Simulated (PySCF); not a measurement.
**Multinuclear NMR of C7H12FN3**

Geometry:
```json
{"atom": "C1", "x (Å)": "-2.226", "y (Å)": "0.839", "z (Å)": "-0.628"}
{"atom": "C2", "x (Å)": "-1.006", "y (Å)": "0.185", "z (Å)": "0.023"}
{"atom": "C3", "x (Å)": "-0.895", "y (Å)": "-1.271", "z (Å)": "-0.436"}
{"atom": "C4", "x (Å)": "-1.132", "y (Å)": "0.245", "z (Å)": "1.545"}
{"atom": "C5", "x (Å)": "0.242", "y (Å)": "0.979", "z (Å)": "-0.424"}
{"atom": "N6", "x (Å)": "1.472", "y (Å)": "0.354", "z (Å)": "-0.025"}
{"atom": "N7", "x (Å)": "1.984", "y (Å)": "0.457", "z (Å)": "1.198"}
{"atom": "N8", "x (Å)": "3.057", "y (Å)": "-0.232", "z (Å)": "1.268"}
{"atom": "C9", "x (Å)": "3.300", "y (Å)": "-0.823", "z (Å)": "0.083"}
{"atom": "C10", "x (Å)": "2.278", "y (Å)": "-0.450", "z (Å)": "-0.754"}
{"atom": "F11", "x (Å)": "2.012", "y (Å)": "-0.722", "z (Å)": "-2.028"}
{"atom": "H12", "x (Å)": "-2.288", "y (Å)": "1.891", "z (Å)": "-0.361"}
{"atom": "H13", "x (Å)": "-3.136", "y (Å)": "0.348", "z (Å)": "-0.292"}
{"atom": "H14", "x (Å)": "-2.177", "y (Å)": "0.760", "z (Å)": "-1.712"}
{"atom": "H15", "x (Å)": "-0.680", "y (Å)": "-1.328", "z (Å)": "-1.502"}
{"atom": "H16", "x (Å)": "-0.109", "y (Å)": "-1.793", "z (Å)": "0.107"}
{"atom": "H17", "x (Å)": "-1.829", "y (Å)": "-1.793", "z (Å)": "-0.249"}
{"atom": "H18", "x (Å)": "-0.215", "y (Å)": "-0.092", "z (Å)": "2.023"}
{"atom": "H19", "x (Å)": "-1.327", "y (Å)": "1.263", "z (Å)": "1.873"}
{"atom": "H20", "x (Å)": "-1.951", "y (Å)": "-0.387", "z (Å)": "1.879"}
{"atom": "H21", "x (Å)": "0.255", "y (Å)": "1.070", "z (Å)": "-1.514"}
{"atom": "H22", "x (Å)": "0.219", "y (Å)": "1.974", "z (Å)": "0.026"}
{"atom": "H23", "x (Å)": "4.150", "y (Å)": "-1.447", "z (Å)": "-0.089"}
```

Method: GIAO PBE0/pcSseg-1 shieldings, geometry from GFN2-xTB, in PySCF 2.14.0 with density-fitted response routines (single conformer, averaged over atoms made equivalent by symmetry, fast rotation or ring inversion, relativity neglected, in vacuum).

Q: Predict the 19F NMR data.

A: 
```
atoms    environment  σ (ppm)  δ (ppm)
  F11  aryl fluorine    335.6   -156.8
```

Shieldings were converted by a linear fit to measured shifts: 19F (scatter 6.0 ppm rms, 7.0 ppm with the 5 outliers that the fit left out vs CFCl3, solution or neat liquid, with a term for F on sp3 carbon). Occasional misses reach two or three times the rms, and more in compound classes unlike the fitted ones.

On a 600 MHz spectrometer 19F resonates near 564.6 MHz, so 1 ppm is 564.6 Hz.

Q: Where does 15N resonate?

A: 
```tsv
atoms	environment	σ (ppm)	δ (ppm)
N8	pyridine-type nitrogen of an azole	-119.1	-38.4
N7	pyridine-type nitrogen of an azole	-116.0	-41.1
N6	pyrrole-type ring nitrogen	14.7	-161.6
```

Shieldings were converted by a linear fit to measured shifts: 15N: δ = -148.07 − 0.921σ (rms 6.3 ppm, 71 shifts vs CH3NO2, solution or neat liquid). A few per cent of atoms miss by over 2 rms, more outside the fitted compound classes.

On a 600 MHz spectrometer 15N resonates near 60.8 MHz, so 1 ppm is 60.8 Hz.
